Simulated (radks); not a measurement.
Values are calculated unless marked as measured or tabulated.
The scandium anion Sc- inside a hard spherical wall (all orbitals vanish at R), configuration held at [Ar] 3d2 4s2 and not refilled when levels cross. Level of theory: non-relativistic Kohn-Sham, PBEsol, spin-unpolarised, spherical densities, point nucleus (a radial shooting solver on a logarithmic mesh with Libxc functionals). Eigenvalues in eV, with the zero of energy where the potential of the charges vanishes at infinity; a dash marks a level that is unbound or too diffuse for the functional's potential to be trusted. A positive occupied level is held by the wall or, in an anion where self-interaction has pushed it up, behind a barrier. The pressure on the wall is -dE/dV.

| R (bohr) | E (hartree) | kinetic (hartree) | e(3s) | e(3p) | e(4s) | e(4p, empty) | e(3d) | e(5s, empty) | pressure (GPa) |
|---|---|---|---|---|---|---|---|---|---|
| 12 | -759.47540 | 758.677 | -46.942 | -26.310 | 0.716 | 2.604 | 2.990 | 4.267 | 0.0541 |
| 10 | -759.46388 | 758.717 | -46.220 | -25.596 | 1.166 | 3.258 | 3.611 | 6.212 | 0.221 |
| 7 | -759.37909 | 758.996 | -43.377 | -22.793 | 3.274 | 6.167 | 6.079 | 14.578 | 3.19 |
| 4 | -758.46369 | 761.450 | -32.690 | -12.448 | 17.576 | 24.256 | 16.488 | 62.689 | 142 |
| 3.5 | -757.79326 | 763.293 | -28.494 | -8.373 | 26.571 | 34.906 | 21.192 | 89.098 | 349 |
| 2 | -745.17622 | 797.980 | 13.026 | 35.370 | 155.29 | 169.50 | 71.714 | 387.19 | 15700 |
